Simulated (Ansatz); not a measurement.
Geometry optimisation, Ansatz, RKS BLYP-D4/def2-SVP.

The input (input.yaml):

```yaml
crystal:
  periodic: [false, false, false]
  atoms:
    - { symbol: Ti, position_ang: [-0.648917, 0.283403, 0.362527] }
    - { symbol: "N", position_ang: [2.227704, -0.916316, -1.418285] }
    - { symbol: S, position_ang: [-0.822183, 0.862777, -1.662714] }
    - { symbol: H, position_ang: [1.516903, -0.388277, -1.941986] }
    - { symbol: "N", position_ang: [-0.35779, 1.759287, 1.522741] }
    - { symbol: "N", position_ang: [-1.916851, -1.044097, 0.849895] }
    - { symbol: H, position_ang: [2.322312, -1.826565, -1.889102] }
    - { symbol: H, position_ang: [3.119181, -0.419698, -1.552035] }
    - { symbol: H, position_ang: [-0.184507, 2.719895, 1.200903] }
    - { symbol: H, position_ang: [-0.503868, 1.777525, 2.540879] }
    - { symbol: H, position_ang: [-2.54148, -1.515438, 0.183277] }
    - { symbol: H, position_ang: [-2.210504, -1.292396, 1.804001] }
basis:
  gaussian: { orbitals: def2-SVP }
hamiltonian:
  xc: blyp
  dispersion: d4
relax:
  f_tol: 0.03
  max_steps: 50
```

Launched with:

```bash
$ ansatz run input.yaml --threads 4 --pin off --max-ram 5120MiB --backend cpu --events-out ev --progress --plain --runs-dir out
```

Where does it end, and by what steps?

The forces met the threshold. After 11 steps the energy has fallen by 1.246 eV; H8 moved furthest, 1.38 Å. Joined: Ti1–N2 (3.59 → 2.22 Å).

```tsv
step	energy less start (eV)	largest force component (eV/Å)	accepted
0	0.0000	0.436	yes
1	-0.1947	0.489	yes
2	-0.4612	0.415	yes
3	-0.7470	0.391	yes
4	-0.9616	0.654	yes
5	-1.1116	0.599	yes
6	-1.1828	0.802	yes
7	-1.2208	0.558	yes
8	-1.2126	0.330	no
9	-1.2449	0.042	yes
10	-1.2449	0.071	no
11	-1.2460	0.014	yes
```

```xyz
12
Properties=species:S:1:pos:R:3
Ti -0.472 0.299 -0.142
N 1.419 -0.580 -0.902
S -1.211 1.143 -1.937
H 1.392 -0.326 -1.900
N 0.089 1.596 1.148
N -1.480 -1.205 0.477
H 1.472 -1.605 -0.832
H 2.273 -0.179 -0.491
H 0.073 2.612 0.998
H 0.205 1.420 2.155
H -2.290 -1.605 -0.012
H -1.470 -1.570 1.439
```

Whether the end is a true minimum wasn't checked by a vibrational analysis.

The run took 40 s on 4 threads of Arm Neoverse N1, with other jobs on the host, peak memory 0.2 GiB.
